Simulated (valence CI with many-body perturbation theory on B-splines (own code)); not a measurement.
**Which ion has this spectrum?**

A relativistic CI+MBPT calculation for an atom or ion with 24 electrons gives these levels (cm⁻¹):

```
J  Parity       E     g
4    even     0.0  1.37
2    even   37435  1.38
3    even   81977  1.43
0    even   88339      
1    even  103863  1.42
4    even  115631  1.11
5    even  150280  1.12
6    even  150327  1.12
2    even  176621  0.94
3    even  180477  1.02
2    even  198835  1.33
4    even  231563  0.99
0    even  235574      
1    even  238010  0.87
```

The energies are calculated, and their last digits are not significant.

(1) Which is it?
A. I29+
B. Te28+
C. Xe30+
D. Sb27+

Answers

(1) C. Xe30+, ground level (3d3/2^4 3d5/2^2) J=4.
